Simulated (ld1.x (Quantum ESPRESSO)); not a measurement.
# Ga (Z = 31): RRKJ pseudisation with PBE, scalar-relativistic reference atom.

```json
{"Element": "gallium", "Generator": "ld1.x (Quantum ESPRESSO) 7.5", "Type": "norm-conserving RRKJ (Kleinman–Bylander form)", "Functional": "PBE", "Relativity": "scalar-relativistic", "Frozen core": "[Ar]", "Valence charge": "13", "Reference configuration": "3d10 4s1.5 4p0 (charge +1.5)", "Partial waves": "4p (bound, empty): rc 1.90 bohr; 3d (bound): rc 1.20 bohr; 4f channel at 0.3 Ry: rc 1.95 bohr; 4s (bound): rc 1.65 bohr", "Local potential": "the s channel", "Core correction": "a·sin(br)/r model core inside 0.90 bohr"}
```

Poles of the logarithmic derivatives, all-electron (AE) and pseudo (PS). s: poles at 0.9 (AE) and 0.8 (PS) Ry. p: poles at 2.3 (AE) and 2.3 (PS) Ry. d: poles at -2.3, 4.7 (AE) and -2.3 (PS) Ry. f: poles at no energy (AE) and no energy (PS) Ry. Test radius 2.14 bohr.

- Cutoffs needed: 160 Ry and 230 Ry (the cutoffs (Ry, on a coarse ladder) from which the occupation-weighted sum of valence levels, in a spherical-Bessel basis at the reference potential, stays within 10 and 1 mRy of its value at 400 Ry)
- Ghost test: no extra level below or beside the all-electron valence levels (p, d, f, s tested) (spherical-Bessel basis up to 400 Ry, 20 bohr box)
- Largest excitation error: -657 meV (all-electron minus pseudo) for 3d9 4s2 4p2, out of 7 test configurations
